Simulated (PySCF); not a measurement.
# Orbital picture of NaSe⁻

ωB97X at R = 2.543 Å; Na aug-pcseg-1, Se aug-pcseg-1; no relativity (PySCF 2.14). State: ¹Σ⁺ (singlet), closed shell. Only the outer orbitals are listed, counted within each symmetry.

| orbital | occ. | ε (eV) | on Na (%) | main shells (%) |
| --- | --- | --- | --- | --- |
| 4π | 2 | -30.16 | 100 | 100 Na p |
| 4π | 2 | -30.16 | 100 | 100 Na p |
| 9σ | 2 | -30.15 | 100 | 100 Na p |
| 10σ | 2 | -12.78 | 0 | 100 Se s |
| 11σ | 2 | -2.12 | 16 | 83 Se p, 16 Na s |
| 5π | 2 | -1.64 | 5 | 95 Se p |
| 5π | 2 | -1.64 | 5 | 95 Se p |
| 12σ | 0 | 2.31 | 86 | 43 Na s, 43 Na p, 9 Se s |

Problem. Which are the highest filled and the lowest empty level, where do they sit, and how wide is the gap?

Solution. Highest filled 5π at -1.64 eV (in %: 95 Se p); lowest empty 12σ at 2.31 eV (in %: 43 Na s, 43 Na p, 9 Se s); the gap at ωB97X is 3.95 eV. An empty level above zero is unbound, and its energy depends on the basis.

| Quantity | Value |
| --- | --- |
| bond order (Mayer) | 0.89 |
| ⟨S²⟩ | 0.000 |
| charge on Na (Mulliken, basis-dependent) | 0.49 |
| charge on Na (Löwdin, basis-dependent) | 0.28 |
| dipole moment (positive dipole points towards Se; it is taken about the centre of mass and depends on that origin) | -7.40 D |
